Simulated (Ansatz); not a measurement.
Ansatz (a first-principles code) input (B3LYP-D3(BJ)/def2-TZVP):

Ansatz 0.2 input:
```yaml
crystal:
  periodic: [false, false, false]
  atoms:
    - {symbol: Si, position_ang: [-0.64024512, 0.77858955, 0.83913768]}
    - {symbol: Br, position_ang: [0.79302653, -0.97801025, -0.31551456]}
    - {symbol: F, position_ang: [-0.07405529, 2.07787832, -0.02444606]}
    - {symbol: F, position_ang: [-2.01399991, 0.51435556, -0.05387816]}
basis:
  gaussian:
    orbitals: def2-TZVP
hamiltonian:
  xc: b3lyp
  dispersion: d3bj
total_charge: -1
phonons: {temperatures: {t_min: 298.15, t_max: 298.15, t_step: 100}}
```

Output:

```
Functional definition: B3LYP
integrals: 0.06 GiB planned
986 factors; their error is unknown
mean field: 0.60 GiB planned
mean field evaluation 1: about -83366.9648 eV, gradient 1.5e1 eV
mean field evaluation 2: about -83366.9623 eV, gradient 1.3e1 eV
mean field evaluation 4: about -83367.4032 eV, gradient 5.6e-1 eV
mean field evaluation 8: about -83367.7941 eV, gradient 4.4e-2 eV
mean field -83367.79411888 eV, -3063.7099251486 hartree, gradient 7.7e-5 eV, S^2 0.000000; 0 other end points of the search recorded, 0 dependent functions left out
the calculation of the forces begins
reference -83367.79431554 eV, -3063.7099323754 hartree; 34, 34 occupied and 113, 113 virtual orbitals, 986 factors
these checks for a lower state are left out or cut short: stability, starts, cluster_reference, orbital_swaps, neighbouring_geometries, increment
integrals: 0.06 GiB planned
986 factors; their error is unknown
mean field: 0.60 GiB planned
mean field evaluation 16: about -83367.4038 eV, gradient 3.7e-1 eV
mean field -83367.79407706 eV, -3063.7099236115 hartree, gradient 1.5e-6 eV, S^2 0.000000; 0 other end points of the search recorded, 0 dependent functions left out
the calculation of the forces begins
reference -83367.79427370 eV, -3063.7099308378 hartree; 34, 34 occupied and 113, 113 virtual orbitals, 986 factors
these checks for a lower state are left out or cut short: stability, starts, cluster_reference, orbital_swaps, neighbouring_geometries, increment
integrals: 0.06 GiB planned
986 factors; their error is unknown
mean field: 0.60 GiB planned
mean field -83367.79409367 eV, -3063.7099242218 hartree, gradient 1.5e-6 eV, S^2 0.000000; 0 other end points of the search recorded, 0 dependent functions left out
the calculation of the forces begins
reference -83367.79429033 eV, -3063.7099314490 hartree; 34, 34 occupied and 113, 113 virtual orbitals, 986 factors
these checks for a lower state are left out or cut short: stability, starts, cluster_reference, orbital_swaps, neighbouring_geometries, increment
integrals: 0.06 GiB planned
986 factors; their error is unknown
mean field: 0.60 GiB planned
mean field evaluation 32: about -83367.4037 eV, gradient 3.6e-1 eV
mean field -83367.79404116 eV, -3063.7099222922 hartree, gradient 1.5e-6 eV, S^2 0.000000; 0 other end points of the search recorded, 0 dependent functions left out
the calculation of the forces begins
reference -83367.79423780 eV, -3063.7099295188 hartree; 34, 34 occupied and 113, 113 virtual orbitals, 986 factors
these checks for a lower state are left out or cut short: stability, starts, cluster_reference, orbital_swaps, neighbouring_geometries, increment
integrals: 0.06 GiB planned
986 factors; their error is unknown
mean field: 0.60 GiB planned
mean field -83367.79405251 eV, -3063.7099227092 hartree, gradient 1.5e-6 eV, S^2 0.000000; 0 other end points of the search recorded, 0 dependent functions left out
the calculation of the forces begins
reference -83367.79424916 eV, -3063.7099299362 hartree; 34, 34 occupied and 113, 113 virtual orbitals, 986 factors
these checks for a lower state are left out or cut short: stability, starts, cluster_reference, orbital_swaps, neighbouring_geometries, increment
integrals: 0.06 GiB planned
986 factors; their error is unknown
mean field: 0.60 GiB planned
mean field -83367.79417003 eV, -3063.7099270282 hartree, gradient 1.5e-6 eV, S^2 0.000000; 0 other end points of the search recorded, 0 dependent functions left out
the calculation of the forces begins
reference -83367.79436670 eV, -3063.7099342554 hartree; 34, 34 occupied and 113, 113 virtual orbitals, 986 factors
these checks for a lower state are left out or cut short: stability, starts, cluster_reference, orbital_swaps, neighbouring_geometries, increment
integrals: 0.06 GiB planned
986 factors; their error is unknown
mean field: 0.60 GiB planned
mean field -83367.79404735 eV, -3063.7099225199 hartree, gradient 1.5e-6 eV, S^2 0.000000; 0 other end points of the search recorded, 0 dependent functions left out
the calculation of the forces begins
reference -83367.79424399 eV, -3063.7099297462 hartree; 34, 34 occupied and 113, 113 virtual orbitals, 986 factors
these checks for a lower state are left out or cut short: stability, starts, cluster_reference, orbital_swaps, neighbouring_geometries, increment
integrals: 0.06 GiB planned
986 factors; their error is unknown
mean field: 0.60 GiB planned
mean field evaluation 64: about -83367.7940 eV, gradient 3.3e-1 eV
mean field -83367.79412297 eV, -3063.7099252988 hartree, gradient 1.5e-6 eV, S^2 0.000000; 0 other end points of the search recorded, 0 dependent functions left out
the calculation of the forces begins
reference -83367.79431963 eV, -3063.7099325258 hartree; 34, 34 occupied and 113, 113 virtual orbitals, 986 factors
these checks for a lower state are left out or cut short: stability, starts, cluster_reference, orbital_swaps, neighbouring_geometries, increment
integrals: 0.06 GiB planned
986 factors; their error is unknown
mean field: 0.60 GiB planned
mean field -83367.79410884 eV, -3063.7099247793 hartree, gradient 1.5e-6 eV, S^2 0.000000; 0 other end points of the search recorded, 0 dependent functions left out
the calculation of the forces begins
reference -83367.79430548 eV, -3063.7099320059 hartree; 34, 34 occupied and 113, 113 virtual orbitals, 986 factors
these checks for a lower state are left out or cut short: stability, starts, cluster_reference, orbital_swaps, neighbouring_geometries, increment
integrals: 0.06 GiB planned
986 factors; their error is unknown
mean field: 0.60 GiB planned
mean field -83367.79410112 eV, -3063.7099244956 hartree, gradient 1.5e-6 eV, S^2 0.000000; 0 other end points of the search recorded, 0 dependent functions left out
the calculation of the forces begins
reference -83367.79429775 eV, -3063.7099317218 hartree; 34, 34 occupied and 113, 113 virtual orbitals, 986 factors
these checks for a lower state are left out or cut short: stability, starts, cluster_reference, orbital_swaps, neighbouring_geometries, increment
integrals: 0.06 GiB planned
986 factors; their error is unknown
mean field: 0.60 GiB planned
mean field -83367.79410716 eV, -3063.7099247179 hartree, gradient 1.5e-6 eV, S^2 0.000000; 0 other end points of the search recorded, 0 dependent functions left out
the calculation of the forces begins
reference -83367.79430383 eV, -3063.7099319452 hartree; 34, 34 occupied and 113, 113 virtual orbitals, 986 factors
these checks for a lower state are left out or cut short: stability, starts, cluster_reference, orbital_swaps, neighbouring_geometries, increment
integrals: 0.06 GiB planned
986 factors; their error is unknown
mean field: 0.60 GiB planned
mean field evaluation 96: about -83367.7941 eV, gradient 1.5e-6 eV
mean field -83367.79410647 eV, -3063.7099246923 hartree, gradient 1.5e-6 eV, S^2 0.000000; 0 other end points of the search recorded, 0 dependent functions left out
the calculation of the forces begins
reference -83367.79430311 eV, -3063.7099319187 hartree; 34, 34 occupied and 113, 113 virtual orbitals, 986 factors
these checks for a lower state are left out or cut short: stability, starts, cluster_reference, orbital_swaps, neighbouring_geometries, increment
integrals: 0.06 GiB planned
986 factors; their error is unknown
mean field: 0.60 GiB planned
mean field -83367.79404291 eV, -3063.7099223564 hartree, gradient 1.5e-6 eV, S^2 0.000000; 0 other end points of the search recorded, 0 dependent functions left out
the calculation of the forces begins
reference -83367.79423957 eV, -3063.7099295836 hartree; 34, 34 occupied and 113, 113 virtual orbitals, 986 factors
these checks for a lower state are left out or cut short: stability, starts, cluster_reference, orbital_swaps, neighbouring_geometries, increment
integrals: 0.06 GiB planned
986 factors; their error is unknown
mean field: 0.60 GiB planned
mean field -83367.79409763 eV, -3063.7099243676 hartree, gradient 1.5e-6 eV, S^2 0.000000; 0 other end points of the search recorded, 0 dependent functions left out
the calculation of the forces begins
reference -83367.79429428 eV, -3063.7099315943 hartree; 34, 34 occupied and 113, 113 virtual orbitals, 986 factors
these checks for a lower state are left out or cut short: stability, starts, cluster_reference, orbital_swaps, neighbouring_geometries, increment
integrals: 0.06 GiB planned
986 factors; their error is unknown
mean field: 0.60 GiB planned
mean field -83367.79409493 eV, -3063.7099242682 hartree, gradient 1.5e-6 eV, S^2 0.000000; 0 other end points of the search recorded, 0 dependent functions left out
the calculation of the forces begins
reference -83367.79429158 eV, -3063.7099314950 hartree; 34, 34 occupied and 113, 113 virtual orbitals, 986 factors
Total energy: -83367.95611384 eV, -3063.7158783535 hartree
Atom 0 at    -0.640245     0.778590     0.839138 Å, force     0.000515    -0.000652     0.000653 eV/Å
Atom 1 at     0.793027    -0.978010    -0.315515 Å, force    -0.000349     0.000430     0.000156 eV/Å
Atom 2 at    -0.074055     2.077878    -0.024446 Å, force    -0.000153     0.000054    -0.000405 eV/Å
Atom 3 at    -2.014000     0.514356    -0.053878 Å, force    -0.000013     0.000167    -0.000403 eV/Å
Dipole moment:     0.100260    -0.123506    -0.047359 e Å
Vibrations: 148.50 155.91 289.96 345.67 722.90 737.18 cm⁻¹, zero-point energy 0.148788 eV
```
